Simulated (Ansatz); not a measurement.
The cluster Pd2Au4 (the lowest singlet isomer of a short search). Charge 0, multiplicity 1. Geometry B3LYP-D4/def2-SVP, basis def2-TZVP, Ansatz.

Cartesian coordinates in Å:
```
Pd 0.156 -0.850 1.606
Pd -0.055 1.232 -0.162
Au -2.614 1.090 -1.008
Au -1.337 -1.266 -0.700
Au 2.350 0.884 1.019
Au 1.499 -1.091 -0.754
```

| run | HOMO (eV) | LUMO (eV) |
| --- | --- | --- |
| A | -5.74 | -3.73 |
| B | -4.80 | -4.42 |
| C | -4.92 | -4.56 |
| D | -7.46 | -1.93 |
| E | -4.94 | -4.45 |

In the def2 sets Au, Pd take a core potential; there is no spin–orbit coupling. No other spin state of charge 0 was run. The structure comes from a short search, and lower isomers may exist.

The runs used PBE, PBE0, r2SCAN, revPBE, ωB97X-V. Estimate which is which.

A PBE0 (25 % exact exchange); B revPBE (0 % exact exchange); C PBE (0 % exact exchange); D ωB97X-V (range-separated); E r2SCAN (0 % exact exchange). Exact exchange lowers occupied and raises empty levels; among semilocal functionals meta-GGAs tend to open the gap a little, and such runs are hard to tell apart. The gap grows from 0.37 eV (PBE) to 5.53 eV (ωB97X-V). The restricted singlet is unstable towards broken spin symmetry in Hartree–Fock (as tested in another run); at PBE0-D4/def2-TZVP, revPBE-D4/def2-TZVP, PBE-D4/def2-TZVP, ωB97X-V/def2-TZVP and others this wasn't settled.
